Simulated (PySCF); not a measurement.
# Electron correlation in Xe (xenon, neutral)

[Xe], closed-shell 1S. Computed with PySCF 2.14 in def2-TZVP with the def2 core potential (28 electrons) (6s5p3d2f, 50 functions), with scalar relativity through the core potential. Frozen: 4s2 4p6 4d10; 8 electrons correlated.

MP2 pair energies summed by pair of shells (mhartree):

| pair | energy | share (%) |
| --- | --- | --- |
| 5p-5p | -105.31 | 72.6 |
| 5s-5p | -33.43 | 23.1 |
| 5s-5s | -6.22 | 4.3 |

Total MP2 correlation energy: -144.96 mhartree.

Same-spin part -35.90 and opposite-spin part -109.06 mhartree; SCS-MP2 scales them by 1/3 and 6/5 to -142.84 mhartree.

```csv
level,correlation energy (mhartree)
CCSD,-160.06
(T),-4.91
CCSD(T),-164.97
```

Diagnostics: T1 = 0.0031, D1 = 0.0076, largest double amplitude 0.044.

Cost of the coupled-cluster step: 0.32 s of wall time on 1 thread of Neoverse-V2 (shared host), for 8 correlated electrons.

Iterations:

```
CC2 = 0
CCSD nocc = 4, nmo = 41
frozen orbitals [0, 1, 2, 3, 4, 5, 6, 7, 8]
max_cycle = 100
direct = 0
conv_tol = 1e-08
conv_tol_normt = 1e-06
diis_space = 8
diis_start_cycle = 0
Init t2, MP2 energy = -328.443354707308  E_corr(MP2) -0.144961031706673
Init E_corr(CCSD) = -0.144961031713731
cycle = 1  E_corr(CCSD) = -0.156888203201678  dE = -0.0119271715  norm(t1,t2) = 0.0240576
cycle = 2  E_corr(CCSD) = -0.159337953824646  dE = -0.00244975062  norm(t1,t2) = 0.00642937
cycle = 3  E_corr(CCSD) = -0.160078910246231  dE = -0.000740956422  norm(t1,t2) = 0.00199078
cycle = 4  E_corr(CCSD) = -0.160063712947266  dE = 1.5197299e-05  norm(t1,t2) = 0.000212893
cycle = 5  E_corr(CCSD) = -0.16005761373513  dE = 6.09921214e-06  norm(t1,t2) = 3.73975e-05
cycle = 6  E_corr(CCSD) = -0.160058282699755  dE = -6.68964625e-07  norm(t1,t2) = 6.8473e-06
cycle = 7  E_corr(CCSD) = -0.160058352851613  dE = -7.01518575e-08  norm(t1,t2) = 1.06209e-06
cycle = 8  E_corr(CCSD) = -0.160058329410488  dE = 2.34411245e-08  norm(t1,t2) = 1.33412e-07
cycle = 9  E_corr(CCSD) = -0.16005832995993  dE = -5.49441714e-10  norm(t1,t2) = 1.84798e-08
CCSD converged
E(CCSD) = -328.4584520055618  E_corr = -0.1600583299599297
CCSD(T) correction = -0.00490577203272233
```
